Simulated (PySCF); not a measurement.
## Electron correlation in Hg (mercury, neutral)

[Xe] 4f14 5d9 6s2 6p1, one real determinant (an excited configuration). Computed with PySCF 2.14 in def2-QZVPPD with the def2 core potential (60 electrons) (7s5p4d4f2g, 88 functions), with scalar relativity through the core potential. Frozen: 5s2 5p6; 12 electrons correlated.

```json
{"level": "CCSD", "correlation energy (mhartree)": "-374.70"}
{"level": "(T)", "correlation energy (mhartree)": "-15.67"}
{"level": "CCSD(T)", "correlation energy (mhartree)": "-390.37"}
```

Diagnostics: T1 = 0.015, D1 = 0.0483, largest double amplitude 0.071.

Question: Is a single reference adequate?

Answer: Mostly. T1 lies below 0.03, but a double amplitude of this size points to a near-degeneracy that CCSD handles and MP2 describes poorly.

The reference is one real determinant that mixes LS terms of this configuration.
